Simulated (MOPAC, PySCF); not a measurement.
CH5Al, SMILES `[CH3][AlH2]`, neutral singlet in the gas phase. 

Cartesian coordinates (Å):
```xyz
7

C     -0.8946    -0.0480     0.0182
Al     1.0488     0.0538    -0.0501
H     -1.3716     0.8145    -0.4498
H     -1.2215    -0.0582     1.0634
H     -1.2844    -0.9556    -0.4444
H      1.7786     1.4526     0.0082
H      1.9224    -1.2585    -0.1339
```
Charge 0, spin multiplicity 1.

All levels are single points at this geometry (M06-2X/def2-TZVP); Pople sets use spherical d functions. Orbital energies aren't observables, and empty levels follow the basis.

BP86/6-31G* in PySCF gives dipole (D) = 0.84.

### Question
Estimate the dipole (D) from each of these levels: B3LYP-D3(BJ)/def2-TZVP in PySCF; M06-2X/def2-TZVP in PySCF; B3LYP/3-21G in PySCF; B3LYP/6-311+G** in PySCF; B3LYP/6-31G* in PySCF; B3LYP/LANL2DZ in PySCF; PBE/6-31G* in PySCF; SVWN5/6-31G* in PySCF; HF/3-21G in PySCF; HF/6-31G* in PySCF; AM1 in MOPAC; PM7 in MOPAC.

### Answer

| level | dipole (D) |
|---|---|
| B3LYP-D3(BJ)/def2-TZVP in PySCF | 0.71 |
| M06-2X/def2-TZVP in PySCF | 0.66 |
| B3LYP/3-21G in PySCF | 0.75 |
| B3LYP/6-311+G** in PySCF | 0.65 |
| B3LYP/6-31G* in PySCF | 0.75 |
| B3LYP/LANL2DZ in PySCF | 0.66 |
| PBE/6-31G* in PySCF | 0.84 |
| SVWN5/6-31G* in PySCF | 0.88 |
| HF/3-21G in PySCF | 0.58 |
| HF/6-31G* in PySCF | 0.58 |
| AM1 in MOPAC | 0.41 |
| PM7 in MOPAC | 2.02 |
